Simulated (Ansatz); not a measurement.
Basis-set extrapolation for `CBOCC` (PBE0-D4/def2-TZVP geometry, frozen core, Ansatz 0.2.0). Multiplicity 1, RHF reference.

|  | def2-TZVPP | def2-QZVPP |
| --- | --- | --- |
| HF | -218.527913 | -218.538623 |
| MP2 correlation | -0.866145 | -0.924680 |
| CCSD(T) correlation | -0.950206 | not run |

Energies in hartree. Use E(X) = E(∞) + A·exp(−7.88·√X) for Hartree–Fock and E(X) = E(∞) + B·X^(−2.97) for correlation, with X = 3 and 4, and add CCSD(T) minus MP2 of the smaller set to the MP2 limit.

Task: What is the CCSD(T) energy at the basis-set limit?

Result: HF limit: -218.538623 + (-0.010710) × 0.13774 = -218.54010. MP2 limit: -0.924680 + (-0.058535) × 0.74074 = -0.96804. Higher-order term: -0.950206 − (-0.866145) = -0.08406. Total: -219.59220 hartree, 299.5 kJ/mol below CCSD(T)/def2-TZVPP.
